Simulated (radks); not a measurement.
Spherical quantum dot in the effective-mass picture: electrons in a parabolic well V = omega^2 r^2 / 2 with omega = 1.64, with a point charge +1 (a donor) at the centre, all in effective atomic units (hartree* = m*/eps^2 hartree, bohr* = eps/m* bohr), one dielectric constant everywhere. Method: non-relativistic Kohn-Sham, LDA (Slater exchange, Perdew-Wang correlation), spin-polarised, spherical densities; computed with a radial shooting solver with Libxc functionals. Levels are named by radial order and angular momentum (1s, 1p, 1d, 2s, ...), and open shells are averaged over m.

N = 21, configuration 1s2 1p6 1d10 2s2 1f(up 1, down 0). This is the lowest configuration that the search found. Occupied and some empty levels:

level,occupation,eigenvalue (hartree*),<r> (bohr*)
1s up,1,13.994,1.066
1s down,1,14.001,1.062
1p up,3,15.076,1.515
1p down,3,15.090,1.512
2s up,1,15.917,1.526
2s down,1,15.931,1.527
1d up,5,16.067,1.766
1d down,5,16.085,1.765
1f up,1,17.119,1.956
1f down,0,17.138,1.956
2p up,0,17.291,1.738
2p down,0,17.304,1.739
1g up,0,18.237,2.116
1g down,0,18.257,2.116
2d up,0,18.530,1.937
2d down,0,18.542,1.938

Energy (hartree*): total 210.082, kinetic 34.598, external 65.934, Hartree 122.03, exchange-correlation -12.477.
